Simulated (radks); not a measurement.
Results of a calculation; reference values are marked as such.
Valence configurations of Hg+ (all share [Xe]). Level of theory: Dirac Kohn-Sham, PBE, spin-unpolarised, spherical densities, point nucleus; open shells fill j = l - 1/2 first (a radial shooting solver on a logarithmic mesh with Libxc functionals). Energies are relative to 4f14 5d10 6s1; eigenvalues in eV.

| valence | E (eV) | e(4f5/2) | e(4f7/2) | e(5d3/2) | e(5d5/2) | e(6p1/2) |
|---|---|---|---|---|---|---|
| 4f14 5d10 6s1 | 0.000 | -106.98 | -102.78 | -19.988 | -18.115 | - |
| 4f13.5 5d10 6s1.5 | 45.810 | -114.85 | -110.60 | -22.010 | -20.009 | - |
| 4f14 5d9 6s1 6p1 | 10.897 | -112.01 | -107.81 | -23.861 | -21.876 | -9.829 |
| 4f14 5d9 6s2 | 4.050 | -110.63 | -106.43 | -22.584 | -20.618 | - |
| 4f13.5 5d9 6s1.5 6p1 | 58.245 | -120.07 | -115.81 | -26.002 | -23.888 | -10.248 |
| 4f14 5d10 6p1 | 6.449 | -108.38 | -104.19 | -21.309 | -19.417 | -9.087 |
| 4f14 5d8 6s2 6p1 | 16.711 | -115.83 | -111.64 | -26.505 | -24.425 | -10.579 |
| 4f14 5d9.5 6s1 6p0.5 | 5.162 | -109.48 | -105.29 | -21.933 | -20.004 | -9.110 |
| 4f14 5d8 6s1 6p2 | 24.107 | -117.12 | -112.93 | -27.674 | -25.576 | -11.196 |

NIST lists [Xe] 4f14 5d10 6s1 as the ground configuration; this level of theory agrees among the configurations tried. The energies are those of spherical spin-averaged densities, not of single terms.
